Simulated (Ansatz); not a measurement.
Cost and result for the atomization energy of CH₅BN₂ (`NC1BN1`) (9 atoms, 9 bonds).

| atom | x (Å) | y (Å) | z (Å) |
| --- | --- | --- | --- |
| N1 | 0.285 | -1.234 | -0.509 |
| C2 | -0.258 | 0.081 | -0.348 |
| B3 | 0.500 | 1.171 | 0.472 |
| N4 | -0.542 | 0.529 | 1.019 |
| H5 | -0.341 | -1.858 | -0.999 |
| H6 | 1.174 | -1.228 | -0.989 |
| H7 | -1.032 | 0.354 | -1.068 |
| H8 | 1.359 | 1.965 | 0.662 |
| H9 | -1.146 | 0.219 | 1.759 |

Total charge 0; spin multiplicity 1. Geometry: relaxed with PBE0-D4/def2-TZVP. It is one conformer, not always the lowest. Program: Ansatz. Hardware: A = 2 threads of an AMD EPYC 7R13 on a shared host; B = 2 threads of an AMD EPYC 7R13 on a shared host and a share of an NVIDIA H100 80 GB. Times are those of one run each, without the atoms' runs, and a repeat can differ threefold. Electronic energies, without spin–orbit coupling; frozen cores. CCSD(T)/CBS extrapolates def2-TZVPP and def2-QZVPP, and its time is that of the two runs behind it. T1 = 0.013. B3LYP takes the VWN-RPA correlation (the form of Gaussian; ORCA's B3LYP/G).

CCSD(T)/CBS is a level of theory with its own doubt, some kJ/mol a heavy atom from the limit and from the frozen cores, so smaller differences don't rank the functionals.

```tsv
level	functions	wall time
PBE-D4/def2-TZVPP (with forces) [A]	194	1.9 s
PBE0-D4/def2-TZVPP [A]	194	2.1 s
B3LYP-D4/def2-TZVPP (with forces) [A]	194	2.7 s
r2SCAN-D4/def2-TZVPP (with forces) [A]	194	3.3 s
B2PLYP/def2-TZVPP [A]	194	4.2 s
ωB97X-V/def2-TZVPP [A]	194	5.5 s
CCSD(T)/def2-TZVPP [B]	194	6.5 s
ωB97M-V/def2-TZVPP (with forces) [A]	194	7.5 s
CCSD(T)/def2-QZVPP [B]	378	27 s
CCSD(T)/CBS(def2)	–	33 s
```

Task: What atomization energy does each give, and how far from CCSD(T)/CBS? (Best estimate.)

Result: The calculation gave: 
```
                                 level  atomization (kJ/mol)  difference from CCSD(T)/CBS  per bond
   PBE-D4/def2-TZVPP (with forces) [A]                3453.8                        143.7      16.0
                PBE0-D4/def2-TZVPP [A]                3365.3                         55.2       6.1
 B3LYP-D4/def2-TZVPP (with forces) [A]                3357.3                         47.2       5.2
r2SCAN-D4/def2-TZVPP (with forces) [A]                3331.6                         21.5       2.4
                 B2PLYP/def2-TZVPP [A]                3307.8                         -2.3      -0.3
                ωB97X-V/def2-TZVPP [A]                3351.2                         41.1       4.6
                CCSD(T)/def2-TZVPP [B]                3208.4                       -101.7     -11.3
  ωB97M-V/def2-TZVPP (with forces) [A]                3359.3                         49.2       5.5
                CCSD(T)/def2-QZVPP [B]                3269.1                        -41.0      -4.6
                     CCSD(T)/CBS(def2)                3310.1                          0.0       0.0
```

The D4 term adds +20.4 kJ/mol with B3LYP and +10.5 kJ/mol with PBE0; it sums over pairs of atoms, weighted by their polarisabilities, and B3LYP, whose exchange is more repulsive, gets the larger term. In def2-TZVPP, CCSD(T) changes the Hartree–Fock value by +946.3 kJ/mol (the triples alone add +59.0 kJ/mol) and MP2 by +1013.3 kJ/mol; breaking electron pairs costs correlation energy, which Hartree–Fock lacks. From PBE to PBE0 (25 % exact exchange), in def2-TZVPP and without D4, the atomization energy moves by −86.2 kJ/mol: exact exchange takes away binding that semilocal exchange gives to molecules.
